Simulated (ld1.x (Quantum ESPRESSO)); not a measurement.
## Which change was made? (Bi, TM semilocal)

- Element: Bi (Z = 83)
- Generator: ld1.x (Quantum ESPRESSO) 7.5
- Type: norm-conserving Troullier–Martins (semilocal form)
- Functional: PBE
- Relativity: scalar-relativistic
- Frozen core: [Xe] 4f14
- Valence charge: 15
- Reference configuration: 5d10 6s2 6p1 (charge +2)
- Partial waves: 6s (bound): rc 1.85 bohr; 5d (bound): rc 1.70 bohr; 6p (bound): rc 2.40 bohr
- Local potential: the p channel
- Core correction: none

Cutoffs, loose and tight: the cutoffs (Ry, on a coarse ladder) from which the occupation-weighted sum of valence levels, in a spherical-Bessel basis at the reference potential, stays within 10 and 1 mRy of its value at 400 Ry. They do not see the model core or the augmentation charge, which bear on the density cutoff. Test errors are all-electron minus pseudo excitation energies from the reference, over the configurations 5d10 6s2 6p3; 5d10 6s2 6p2; 5d10 6s2 6p0; 5d10 6s1 6p4; 5d10 6s1 6p0; 5d10 6s2 6p2.5; 5d10 6s1 6p3; variants that change the core or the reference have their own tests.

The base gives: outcome: generated; cutoff, loose: 55 Ry; cutoff, tight: 90 Ry; bound ghosts: none; largest test error (meV): +23.

**Question.** After one change the result is: outcome: generated; cutoff, loose: 60 Ry; cutoff, tight: 90 Ry; bound ghosts: none; largest test error (meV): +31. Which change was it?
A. wave 6p (bound): rc 2.40 bohr becomes 6p (bound): rc 3.34 bohr
B. wave 6p (bound): rc 2.40 bohr becomes 6p (bound): rc 1.54 bohr
C. wave 6p (bound): rc 2.40 bohr becomes 6p (bound): rc 1.86 bohr

**Answer.** C. The others give: wave 6p (bound): rc 2.40 bohr becomes 6p (bound): rc 1.54 bohr → outcome: generated; cutoff, loose: 110 Ry; cutoff, tight: 140 Ry; bound ghosts: p (extra level of the local part); largest test error (meV): +94 | wave 6p (bound): rc 2.40 bohr becomes 6p (bound): rc 3.34 bohr → outcome: generated; cutoff, loose: 55 Ry; cutoff, tight: 90 Ry; bound ghosts: none; largest test error (meV): -49.
